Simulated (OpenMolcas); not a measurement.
# Cl VI: effect of correlating more closed shells

```
Program             : OpenMolcas 26.06
Basis               : ANO-RCC-VTZP [5s4p2d1f]
Scalar Hamiltonian  : DKH2, point nucleus
Active space        : 2 electrons in 4 orbitals (3s 3p)
State averaging     : 2S+1 = 3 even, 3 roots; 2S+1 = 1 even, 7 roots; 2S+1 = 3 odd, 3 roots; 2S+1 = 1 odd, 3 roots
Spin-orbit coupling : RASSI with atomic mean-field integrals over the reference wave functions, term energies averaged over their components
```

Methods on the same reference wave functions:
A. CASSCF
B. MS-CASPT2, IPEA 0.25 Eh, imaginary shift 0.1 Eh (closed shells correlated: none)
C. MS-CASPT2, IPEA 0.25 Eh, imaginary shift 0.1 Eh (closed shells correlated: 2s 2p)

Energies in cm-1 above 3s2 1S0.

```tsv
Level	A	B	C
3s2 1S0	0.0	0.0	0.0
3s 3p 3P* 0	97590	97177	97571
3s 3p 3P* 1	98105	97691	98085
3s 3p 3P* 2	99160	98748	99141
3s 3p 1P* 1	163833	153412	153172
3p2 3P0	236256	235436	235811
3p2 3P1	236806	235996	236372
3p2 3P2	237805	236857	237229
3p2 1D2	254932	240129	240429
3p2 1S0	292513	279912	279949
```

Between B and C the level of the table that moves most is 3s 3p 3P* 0, by 390 cm-1 (lowest in B, highest in C).

The lowest spin-free term lies below A's lowest term by 0.005 hartree in B, 0.025 hartree in C.

What an inner shell adds also hangs on whether the basis holds functions to correlate it.

Over all roots computed the reference weight is 0.93 to 1.00 in B, 0.93 to 1.00 in C; the roots of lowest weight are the least certain, and an intruder state may touch them. The ¹D term of p² mixes with s d, which this space lacks. Levels of configurations outside the active space are missing.

* marks odd parity.
